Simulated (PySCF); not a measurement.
Cd(I)(SiH3) (CdH3ISi), SMILES [SiH3][Cd][I]. The structure is a stationary point at PBE0-D3(BJ)/def2-SVP. The def2 effective core potentials stand for the cores of Cd, I; spin–orbit coupling is left out.

Computed equilibrium geometry at PBE0-D3(BJ)/def2-SVP (PySCF confirms it by a frequency run) as Cartesian coordinates in Å, and its point group:
point group C3v.
```xyz
6

Cd     0.0000     0.0000     0.8036
I      0.0000     0.0000    -1.8173
Si     0.0000     0.0000     3.3042
H     -1.2132    -0.7005     3.8275
H      0.0000     1.4009     3.8275
H      1.2132    -0.7005     3.8275
```
